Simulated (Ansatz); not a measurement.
```yaml
crystal:
  periodic: [false, false, false]
  atoms:
    - {symbol: O, position_ang: [0.204220, 1.617945, -0.579887]}
    - {symbol: C, position_ang: [-0.217352, 0.646801, 0.185464]}
    - {symbol: Al, position_ang: [0.664032, -1.155096, 0.313317]}
    - {symbol: Br, position_ang: [-1.296689, -1.132081, -1.134685]}
    - {symbol: H, position_ang: [-0.460819, 2.307430, -0.715188]}
    - {symbol: H, position_ang: [-1.158051, 0.860113, 0.703900]}
    - {symbol: H, position_ang: [2.008993, -1.304788, -0.505618]}
    - {symbol: H, position_ang: [0.347865, -1.897422, 1.676996]}
basis:
  gaussian: {orbitals: def2-SVPD}
total_charge: 1
magnetization: {spin_polarized: true, initial_magnetization: 1}
hamiltonian: {xc: {name: BLYP}}
scf: {lower_state_search: light}
charge: 1
output: {forces: true}
```

```sh
$ ansatz run in.yaml --threads 4 --pin off --events-out ev --progress --plain --max-ram 10444MiB
```

Q: How does Ansatz answer? (An estimate is asked.)

A: The calculation gave: The input was rejected before any iteration.
```
Error: YAML parse error: error: line 18 column 1: unknown field `charge`, expected one of crystal, accuracy, basis, kpoints, hamiltonian, magnetization, projection, total_charge, correlation, batch, efield, external_charges, scf, relax, neb, saddle, md, ramp, phonons, dielectric, real_time, elastic, magnetic_configurations, gw, evaluate, workflow, output, checkpoint, execution
16 | hamiltonian: {xc: {name: BLYP}}
17 | scf: {lower_state_search: light}
18 | charge: 1
19 | output: {forces: true}
```
